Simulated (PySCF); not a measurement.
```xyz
4

Al     0.0000     0.0000    -0.0003
H      1.5840    -0.0751    -0.0001
H     -0.8571    -1.3342     0.0005
H     -0.7269     1.4094    -0.0002
```

Charge 0, multiplicity 1.

Q: Give the Mulliken and meta-Löwdin atomic charges from PBE-D3(BJ)/def2-TZVP // PBE0-D4/def2-TZVP (PySCF 2.14.0).

A: 
```
atom  Mulliken (e)  meta-Löwdin (e)
----  ------------  ---------------
Al1           0.27             0.39
H2           -0.09            -0.13
H3           -0.09            -0.13
H4           -0.09            -0.13
```
